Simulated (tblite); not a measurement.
Species: (2-hydroxybutyl)methylphenylphosphine sulfide, C11H17OPS.
Geometry (GFN2-xTB, Å), atoms numbered from 1 in this order:
```xyz
31
C11H17OPS angstrom
C     -3.4871    1.3828    0.2093
C     -3.1697    0.0172   -0.3844
C     -2.1131    0.0669   -1.4941
O     -2.0835   -1.1241   -2.2310
C     -0.7097    0.4197   -0.9686
P     -0.0634   -0.6947    0.3697
C     -0.4376    0.1363    1.9717
S     -0.6268   -2.5582    0.3311
C      1.7453   -0.4662    0.2212
C      2.3151    0.8022    0.2132
C      3.6872    0.9374    0.1178
C      4.4934   -0.1868    0.0266
C      3.9266   -1.4499    0.0279
C      2.5534   -1.5896    0.1263
H     -2.6144    1.8266    0.6830
H     -4.2687    1.2912    0.9597
H     -3.8371    2.0609   -0.5661
H     -2.8294   -0.6718    0.3942
H     -4.0771   -0.4053   -0.8213
H     -2.3995    0.8389   -2.2227
H     -1.8394   -1.8473   -1.6304
H     -0.6808    1.4508   -0.6129
H     -0.0069    0.3223   -1.8032
H     -1.5026    0.0639    2.1835
H     -0.1246    1.1778    1.9691
H      0.1084   -0.4064    2.7438
H      1.6896    1.6813    0.2780
H      4.1306    1.9225    0.1145
H      5.5648   -0.0739   -0.0470
H      4.5520   -2.3266   -0.0472
H      2.0932   -2.5684    0.1291
```

Computed values, GFN2-xTB/tblite, gas phase, harmonic and unscaled. Against measured fundamentals such values can be off by several per cent, at times by over 20. One conformer, not necessarily the lowest.

Harmonic wavenumbers (cm⁻¹): 31.6, 39.8, 65.0, 93.8, 120.3, 139.3, 149.9, 161.2, 175.2, 194.7, 210.2, 241.5, 253.5, 276.5, 279.3, 363.0, 368.6, 386.9, 441.0, 446.3, 484.6, 555.0, 585.2, 613.1, 654.8, 688.4, 719.1, 737.6, 748.8, 793.0, 809.7, 848.3, 868.2, 876.1, 881.9, 903.1, 927.3, 935.0, 971.6, 985.6, 1041.4, 1059.6, 1079.7, 1092.8, 1114.8, 1117.6, 1118.8, 1168.1, 1180.2, 1191.3, 1194.3, 1226.5, 1259.0, 1269.8, 1306.4, 1308.7, 1321.9, 1343.4, 1361.4, 1405.4, 1413.3, 1422.4, 1423.8, 1430.7, 1452.3, 1483.1, 1505.4, 1508.7, 1582.2, 1586.9, 2894.1, 2933.6, 2958.1, 2962.6, 2989.0, 2993.1, 3006.7, 3016.1, 3031.0, 3033.8, 3042.3, 3065.2, 3066.2, 3079.9, 3087.9, 3097.1, 3391.9.

A = 989.1, B = 329.9, C = 303.3 MHz; mass 228.074 u (most abundant isotopes); point group C1, symmetry number 1.

Problem. Zero-point energy?

Solution. ½Σν̃ = 55321 cm⁻¹ = 661.79 kJ/mol.

Problem. What is S at 500 K and 1 bar for an ideal gas of classical rigid rotors and harmonic oscillators?

Solution. Translation 187.32, rotation 142.23, vibration 378.22: S = 707.8 J/(mol K).

Problem. And Cp and H(500 K) − H(0)?

Solution. Cp = 393.77 J/(mol K), of which vibrations give 360.51 (their classical limit is 87 R = 723.4); H(500 K) − H(0) = 111.88 kJ/mol without the zero-point energy, 95.25 from vibrations.

Problem. How do the functions run with temperature in this model?

Solution. 
| T (K) | S (J/(mol K)) | Cp (J/(mol K)) | H − H(0) (kJ/mol) | G − H(0) (kJ/mol) | ln q(vib) |
| --- | --- | --- | --- | --- | --- |
| 50 | 280.3 | 73.4 | 2.52 | -11.49 | 1.22 |
| 100 | 345.6 | 118.6 | 7.36 | -27.20 | 3.51 |
| 298.15 | 539.5 | 261.8 | 45.03 | -115.82 | 13.15 |
| 373.15 | 604.1 | 315.5 | 66.71 | -158.72 | 16.69 |
| 750 | 889.5 | 501.1 | 224.82 | -442.28 | 33.67 |
| 1000 | 1043.7 | 570.0 | 359.28 | -684.44 | 43.91 |

q(vib) and H(0) count from the zero-point level.

Problem. Blend soft modes into free rotors: weight 1/[1 + (100 cm⁻¹/ν̃)⁴] for the oscillator and the rest for a rotor with moment μB/(μ + B), μ = h/(8π²ν), B = 10⁻⁴⁴ kg m². What vibrational entropy results?

Solution. 349.35 J/(mol K) in place of 378.22, which changes −T·S at 500 K by +14.44 kJ/mol.

Hindered rotation and anharmonicity are outside this model. Other conformers, if any are populated, would add a mixing term that is left out. The structure is chiral; the term R ln 2 for an equal mix with its mirror image is left out.

Time: 6.5 s. Hardware: an Intel Xeon Platinum 8259CL at 2.50 GHz with one thread, shared host with 96 logical CPUs at a one-minute load of 68. This covers the Hessian and the dipole derivatives.
